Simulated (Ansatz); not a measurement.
A run on C₄H₉Cl₃Sn (`CC(C)[CH2][Sn]([Cl])([Cl])[Cl]`) with other settings.

```yaml
crystal:
  periodic: [false, false, false]
  atoms:
    - {symbol: C, position_ang: [-0.235731, -1.920508, 0.950283]}
    - {symbol: C, position_ang: [-0.117516, -0.754838, -0.025068]}
    - {symbol: C, position_ang: [-1.490568, -0.229935, -0.416051]}
    - {symbol: C, position_ang: [0.750936, 0.334222, 0.593502]}
    - {symbol: Sn, position_ang: [1.129122, 1.971816, -0.719255]}
    - {symbol: Cl, position_ang: [3.161771, 2.986224, -0.277976]}
    - {symbol: Cl, position_ang: [-0.457475, 3.652885, -0.612637]}
    - {symbol: Cl, position_ang: [1.206776, 1.291285, -2.932234]}
    - {symbol: H, position_ang: [-0.822895, -2.731615, 0.513145]}
    - {symbol: H, position_ang: [0.745171, -2.320345, 1.217368]}
    - {symbol: H, position_ang: [-0.734127, -1.605698, 1.872035]}
    - {symbol: H, position_ang: [0.380294, -1.119900, -0.931035]}
    - {symbol: H, position_ang: [-2.010396, 0.187967, 0.451242]}
    - {symbol: H, position_ang: [-1.433793, 0.552457, -1.179092]}
    - {symbol: H, position_ang: [-2.109787, -1.031265, -0.824130]}
    - {symbol: H, position_ang: [0.280947, 0.771485, 1.479411]}
    - {symbol: H, position_ang: [1.738470, -0.034740, 0.880691]}
basis:
  gaussian: {orbitals: def2-TZVPD, point_charges: [{charge: 1.00, position_ang: [6.879, 0.642, -0.270]}]}
total_charge: 1
magnetization: {spin_polarized: true, initial_magnetization: 1}
hamiltonian: {xc: {name: PBE0-DH}}
output: {forces: true}
```

```sh
$ ansatz run in.yaml --threads 5 --pin off --events-out ev --progress --plain --max-ram 66560MiB --backend cuda --devices 0, --max-vram 37GiB
```

Output, abridged:

```
Functional definition: PBE0-DH
2935 factors; integrals over basis functions are off by at most 8.2e-4 eV
mean field evaluation 1: about -47647.3960 eV, gradient 5.3e1 eV
mean field evaluation 2: about -47647.4788 eV, gradient 5.3e1 eV
mean field evaluation 4: about -47660.0847 eV, gradient 1.7e1 eV
mean field evaluation 8: about -47661.6788 eV, gradient 1.1e0 eV
mean field evaluation 16: about -47662.2440 eV, gradient 3.2e-1 eV
mean field evaluation 32: about -47662.2417 eV, gradient 1.6e0 eV
mean field -47662.25874898 eV, -1751.5557023857 hartree, gradient 2.5e-6 eV, S^2 0.765020; 8 other end points of the search recorded, 0 dependent functions left out
23 core orbitals not correlated: weight in the atoms' cores, before any rotation towards them, 1.000 or more for the frozen orbitals, at most 0.000 for the correlated occupied ones
reference -47662.25879305 eV, -1751.5557040054 hartree; 30, 29 occupied and 370, 371 virtual orbitals, 2935 factors
second order -52.05593856 eV of doubles, -0.00000000 eV of singles
Total energy: -47668.76578538 eV, -1751.7948315626 hartree
Atom 0 at    -0.235731    -1.920508     0.950283 Å, force     0.529387    -0.425064     1.675817 eV/Å
Atom 1 at    -0.117516    -0.754838    -0.025068 Å, force    -0.096180     1.810060    -2.107834 eV/Å
Atom 2 at    -1.490568    -0.229935    -0.416051 Å, force    -0.210795    -0.162302     0.321649 eV/Å
Atom 3 at     0.750936     0.334222     0.593502 Å, force    -0.870315    -2.964653     1.931410 eV/Å
Atom 4 at     1.129122     1.971816    -0.719255 Å, force    -0.003079     1.926739    -1.961091 eV/Å
Atom 5 at     3.161771     2.986224    -0.277976 Å, force    -0.377609    -0.473747     0.124571 eV/Å
Atom 6 at    -0.457475     3.652885    -0.612637 Å, force     0.436851    -0.761609     0.207688 eV/Å
Atom 7 at     1.206776     1.291285    -2.932234 Å, force    -0.003508     0.002426     0.881237 eV/Å
Atom 8 at    -0.822895    -2.731615     0.513145 Å, force    -0.015110     0.308765    -0.395645 eV/Å
Atom 9 at     0.745171    -2.320345     1.217368 Å, force    -0.133078     0.038029    -0.045487 eV/Å
Atom 10 at    -0.734127    -1.605698     1.872035 Å, force     0.057078    -0.039505    -0.147293 eV/Å
Atom 11 at     0.380294    -1.119900    -0.931035 Å, force    -0.006432    -0.166229     0.174128 eV/Å
Atom 12 at    -2.010396     0.187967     0.451242 Å, force     0.026229    -0.063075    -0.107810 eV/Å
Atom 13 at    -1.433793     0.552457    -1.179092 Å, force     0.040677    -0.066190    -0.054617 eV/Å
Atom 14 at    -2.109787    -1.031265    -0.824130 Å, force     0.112493     0.138079     0.030360 eV/Å
Atom 15 at     0.280947     0.771485     1.479411 Å, force    -0.000482     0.496075    -0.192549 eV/Å
Atom 16 at     1.738470    -0.034740     0.880691 Å, force     0.280416     0.373670    -0.313330 eV/Å
Dipole moment:    -0.907809    -1.122553     0.712999 e Å
```

Hardware: 5 threads of an AMD EPYC 7R13 on a shared host and a share of an NVIDIA H100 80 GB. Wall time 41 s, peak host memory 4.1 GiB.
